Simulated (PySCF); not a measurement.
Species: potassium bromide, KBr.
Geometry (PBE0-D3(BJ)/def2-SVP, Å), atoms numbered from 1 in this order:
```xyz
2
KBr angstrom
K      1.422   -0.008   -0.003
Br    -1.416    0.011   -0.025
```

Computed with PySCF at CAM-B3LYP/def2-SVPD, non-relativistic, on one gas-phase PBE0-D3(BJ)/def2-SVP geometry that isn't relaxed in the solvent. The solvent is an IEF-PCM continuum (van der Waals radii × 1.2), and excitations are vertical TDDFT with non-equilibrium linear response and a frozen core. Specific hydrogen bonds and non-electrostatic terms are outside this model. Spin–orbit coupling is left out although an atom past zinc is present.

Gas-phase singlets (H = HOMO, L = LUMO):

```csv
state,E (eV),λ (nm),f,leading configuration
S1,3.841,323,0.017,H-1→L 85%
S2,3.841,323,0.017,H→L 85%
S3,4.210,295,0.089,H-2→L 93%
S4,5.271,235,0.000,H-1→L+1 32%
S5,5.272,235,0.000,H-1→L+2 32%
```

**Question.** Give the list for chloroform (ε = 4.711), n² = 2.09.

**Answer.** 
| state | E (eV) | λ (nm) | f | leading configuration | change by rank (eV) |
| --- | --- | --- | --- | --- | --- |
| S1 | 5.171 | 240 | 0.063 | H→L 85% | +1.330 |
| S2 | 5.172 | 240 | 0.063 | H-1→L 85% | +1.331 |
| S3 | 5.425 | 229 | 0.117 | H-2→L 88% | +1.215 |
| S4 | 6.438 | 193 | 0.085 | H→L+3 84% | +1.167 |
| S5 | 6.439 | 193 | 0.085 | H-1→L+3 84% | +1.167 |

**Question.** How do the frontier levels move from gas to chloroform?

**Answer.** 
| orbital | gas (eV) | solvent (eV) | change (eV) |
| --- | --- | --- | --- |
| LUMO+2 | 0.21 | 0.58 | +0.37 |
| LUMO+1 | 0.21 | 0.58 | +0.37 |
| LUMO | -1.07 | -0.51 | +0.56 |
| HOMO | -7.08 | -8.08 | -1.00 |
| HOMO-1 | -7.08 | -8.08 | -1.00 |
| HOMO-2 | -7.39 | -8.32 | -0.93 |
| HOMO-3 | -19.51 | -20.43 | -0.92 |

The HOMO–LUMO gap goes from 6.01 to 7.57 eV.

Time: 1.9 s; peak memory 0.34 GiB. Hardware: one thread, Intel Xeon Platinum 8488C (x86_64), on a shared host. This is the whole response run at CAM-B3LYP/def2-SVPD in chloroform, SCF included.
